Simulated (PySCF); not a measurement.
**Correlation energy of P (phosphorus, neutral)**

[Ne] 3s2 3p2 3d1, one real determinant (an excited configuration). All numbers are calculated (PySCF 2.14, scalar relativity by spin-free X2C-1e, in dyall-av3z). Frozen: [Ne]; 5 electrons correlated; the 26 highest virtual orbitals of each spin left out.

MP2 pair energies summed by pair of shells (mhartree):

```
 pair  energy  share (%)
3s-3p  -38.38       47.0
3s-3s  -17.30       21.2
3s-3d  -12.48       15.3
3p-3d   -7.14        8.7
3p-3p   -6.43        7.9
```

Total MP2 correlation energy: -81.73 mhartree.

Same-spin part -19.78 and opposite-spin part -61.95 mhartree; SCS-MP2 scales them by 1/3 and 6/5 to -80.94 mhartree.

The reference is one real determinant that mixes LS terms of this configuration.
